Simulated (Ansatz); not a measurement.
Reaction R1 → P1 + P2, each structure at its B3LYP-D3(BJ)/def2-TZVP stationary point, reached from a drawn start (curvature not checked).
P1: F atom, charge 0, multiplicity 2.
P2, F2S (SMILES FSF) (charge 0, multiplicity 1):
```xyz
3

S      0.0000     0.0000    -0.6967
F      1.2184     0.0000     0.3484
F     -1.2184     0.0000     0.3484
```
R1, F3S (SMILES F[S](F)F) (charge 0, multiplicity 2):
```xyz
4

S     -0.427     0.000     0.000
F      1.153     0.000     0.000
F     -0.363     1.677     0.000
F     -0.363    -1.677     0.000
```

P less R. No zero-point or thermal terms; singlets are restricted closed shells; open shells are unrestricted; no spin–orbit coupling.

Cores are frozen in the correlated methods.

Run with Ansatz (Gaussian orbitals). No computed number here is a measurement.

```tsv
level	reaction energy (kJ/mol)
HF/cc-pV(D+d)Z	34.4
HF/cc-pV(T+d)Z	69.2
PBE/def2-TZVPP	304.2
PBE0/def2-TZVPP	253.7
CAM-B3LYP/def2-TZVPP	251.7
B2PLYP/def2-TZVPP	243.2
SCS-MP2/cc-pV(D+d)Z	168.3
CCSD/cc-pV(T+d)Z	194.5
CCSD(T)/cc-pV(Q+d)Z	___
```

Complete the blanks.


- CCSD(T)/cc-pV(Q+d)Z, reaction energy (kJ/mol): 227.5

Ansatz is a quantum-chemistry and plane-wave program.
